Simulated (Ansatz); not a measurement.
Total energies of `C[Si](C)(C)[Si](C)(C)[Si](C)(C)[Si](C)(C)[Si](C)(C)[Si](C)(C)[Si](C)(C)[Si](C)(C)[Si](C)(C)C` from Ansatz at PBE0-D4/def2-TZVP, gas phase (1 Eh = 27.2114 eV = 2625.5 kJ/mol). The reference geometry is relaxed at PBE-D4/def2-SVP.

```tsv
state	geometry	energy (Eh)
charge 0 singlet	reference	-3402.35309
charge 1 doublet	reference	-3402.08917
charge -1 doublet	reference	-3402.32998
free C atom (triplet)	–	-37.80537
free Si atom (triplet)	–	-289.24943
free H atom (doublet)	–	-0.50104
```

Single mean-field runs in def2-TZVP are fitted with def2-universal-jkfit.

(1) Work out the vertical ionisation energy to the doublet.

(2) Work out the vertical electron affinity, to the doublet.

(3) Give the fundamental gap IE − EA, the Mulliken electronegativity (IE + EA)/2 and the hardness (IE − EA)/2.

(4) What is the binding energy per atom against free atoms?

(1) E(charge 1 doublet) − E(charge 0 singlet) = -3402.08917 − (-3402.35309) = 0.26392 Eh = 7.18 eV. For comparison, −ε of the highest occupied level is 6.11 eV at this level, 1.07 eV less.

(2) E(charge 0 singlet) − E(charge -1 doublet) = -3402.35309 − (-3402.32998) = -0.02311 Eh = -0.63 eV; negative, so the extra electron isn't bound. The basis lacks diffuse functions, which makes affinities too small.

(3) From the values in Eh: IE − EA = 0.26392 − (-0.02311) = 0.28703 Eh = 7.81 eV; (IE + EA)/2 = 3.28 eV; (IE − EA)/2 = 3.91 eV. The HOMO–LUMO gap of the same run is 5.90 eV, 1.91 eV smaller than the fundamental gap.

(4) Atoms: 20 × (-37.80537) + 9 × (-289.24943) + 60 × (-0.50104) = -3389.41467 Eh. Binding: -3389.41467 − (-3402.35309) = 12.93842 Eh = 352.07 eV, or 3.96 eV for each of 89 atoms (no zero-point energy, no counterpoise term).

At PBE0-D4/def2-TZVP the highest occupied level of the charge -1 doublet lies above zero (up to 1.60 eV). By energy differences it is unbound by 0.63 eV (vertical, to the charge 0 singlet, at PBE0-D4/def2-TZVP) and held by the finite basis.
